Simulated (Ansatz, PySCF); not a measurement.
Gas-phase reaction (SMILES): [CH3][Ge]([CH3])([CH3])[NH2] [[amino(dimethyl)germyl]methane] + N (NH3) → [CH3][Ge]([CH3])([NH2])[NH2] [[diamino(methyl)germyl]methane] + C (CH4); ammonia cleaves one Ge-C bond, a model of a ligand-exchange step.

Geometries: B3LYP-D3(BJ)/def2-TZVP minima from Ansatz (an electronic-structure program), one conformer each, not searched for the lowest. Cores are frozen in the correlated levels unless marked. No spin-orbit coupling. The frozen core is the preceding noble-gas configuration, with the filled d and f shells of earlier blocks. No relativistic terms. Basis-set limits of correlation are two-point, X^-3; Hartree-Fock from the larger set. Thermal terms are rigid-rotor harmonic-oscillator values from B3LYP-D3(BJ) frequencies (PySCF) at 298.15 K and 1 atm. 1 Eh = 627.5095 kcal/mol.

```json
[
 {"species": "[CH3][Ge]([CH3])([CH3])[NH2]", "E, CCSD(T)/CBS(cc-pVTZ,cc-pVQZ) (Ansatz) (Eh)": "-2251.04065", "E, PBE0-D4/def2-TZVPD (Ansatz + dftd4) (Eh)": "-2252.33566", "H - E (Eh)": "0.14561", "G - E (Eh)": "0.10059"},
 {"species": "N (NH3)", "E, CCSD(T)/CBS(cc-pVTZ,cc-pVQZ) (Ansatz) (Eh)": "-56.50369", "E, PBE0-D4/def2-TZVPD (Ansatz + dftd4) (Eh)": "-56.51535", "H - E (Eh)": "0.03799", "G - E (Eh)": "0.01614"},
 {"species": "[CH3][Ge]([CH3])([NH2])[NH2]", "E, CCSD(T)/CBS(cc-pVTZ,cc-pVQZ) (Ansatz) (Eh)": "-2267.09953", "E, PBE0-D4/def2-TZVPD (Ansatz + dftd4) (Eh)": "-2268.38667", "H - E (Eh)": "0.13477", "G - E (Eh)": "0.09024"},
 {"species": "C (CH4)", "E, CCSD(T)/CBS(cc-pVTZ,cc-pVQZ) (Ansatz) (Eh)": "-40.45816", "E, PBE0-D4/def2-TZVPD (Ansatz + dftd4) (Eh)": "-40.47492", "H - E (Eh)": "0.04840", "G - E (Eh)": "0.02728"}
]
```

**Question.** Work out ΔE and ΔH, ΔG, ΔS and the equilibrium constant at 298.15 K at the first level, then ΔH at the second.

**Answer.** 
1. ΔE = [(-2267.09953) + (-40.45816)] - [(-2251.04065) + (-56.50369)] = -0.01335 Eh = -8.4 kcal/mol at CCSD(T)/CBS(cc-pVTZ,cc-pVQZ).
2. The terms H - E add up to -0.00043 Eh, so ΔH = (-0.01335 + (-0.00043))×627.5095 = -8.6 kcal/mol.
3. The terms G - E add up to 0.00079 Eh, so ΔG = -7.9 kcal/mol, and ΔS = (-0.00043 - (0.00079))×627509.5/298.15 = -2.6 cal/(mol K).
4. log10 K = -ΔG/(RT ln 10) = 5.8, with RT ln 10 = 1.3642 kcal/mol.
5. At PBE0-D4/def2-TZVPD the same steps give ΔE = -6.6 and ΔH = -6.9 kcal/mol, a shift of +1.7 from the first level.
6. These values are not checked against measurement here, since the tables used lack a sound gas-phase enthalpy of formation for at least one species.
